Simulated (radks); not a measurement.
Results of a calculation; reference values are marked as such.
Spherical jellium clusters: N electrons in a uniform positive sphere of charge N and radius rs N^(1/3), rs = 5.44 bohr. Level of theory: non-relativistic Kohn-Sham, PBE, spin-polarised, spherical densities (a radial shooting solver with Libxc functionals). Levels are named by radial order and angular momentum (1s, 1p, 1d, 2s, ...), and open shells are averaged over m.

N = 6, configuration 1s2 1p(up 3, down 1). This is the lowest configuration that the search found. Occupied levels:

level    occupation  eigenvalue (eV)  <r> (bohr)
1s up             1          -3.2592       6.868
1s down           1          -3.0168       6.394
1p up             3          -2.5136       7.982
1p down           1          -2.1561       7.891

Energy (eV): total -10.1022, kinetic 6.3823, external -117.76, Hartree 58.543, exchange-correlation -16.732, background 59.460.
